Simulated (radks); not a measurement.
The numbers below are computed, except where a source is named.
Question: The nitrogen anion N2-, [He] 2s2 2p5, held by a Watson sphere: a shell of charge +2 at radius R that stands for the Madelung well of a crystal (potential energy -2/R inside, -2/r outside, in hartree with lengths in bohr). Code: a radial shooting solver on a logarithmic mesh with Libxc functionals. Model: scalar-relativistic Kohn-Sham, PBEsol, spin-polarised, spherical densities, finite nucleus; open shells are filled with parallel spins first; Fermi nuclear charge, rms radius of each element as measured or else 0.836 A^(1/3) + 0.57 fm. Response by self-consistent Sternheimer equations with the Hartree and adiabatic LDA kernel, the relativistic mass of each level held fixed and spin-orbit coupling left out. The sphere does not respond.

R (bohr)  e(2s down) (eV)  e(2p up) (eV)  e(2p down) (eV)  <r> 2p (bohr)  sum of <r^2> (bohr^2)  X-ray form factor at sin(theta)/lambda = 0.1 1/angstrom  alpha (bohr^3)
2.15              -16.960         -7.077           -6.093          1.776                  24.80                                                    7.469           20.32
2.24              -16.646         -6.829           -5.857          1.806                  25.54                                                    7.435           22.12
2.73              -15.200         -5.636           -4.711          1.969                  29.60                                                    7.262           35.03
2.95              -14.680         -5.186           -4.273          2.045                  31.48                                                    7.192           43.00
3.11              -14.345         -4.890           -3.983          2.101                  32.88                                                    7.143           49.90
3.72              -13.335         -3.985           -3.070          2.342                  38.61                                                    6.974           88.32

Estimate the row for R = 3.19 bohr.

Answer: e(2s down) (eV) -14.190; e(2p up) (eV) -4.752; e(2p down) (eV) -3.846; <r> 2p (bohr) 2.130; sum of <r^2> (bohr^2) 33.60; X-ray form factor at sin(theta)/lambda = 0.1 1/angstrom 7.119; alpha (bohr^3) 53.75.
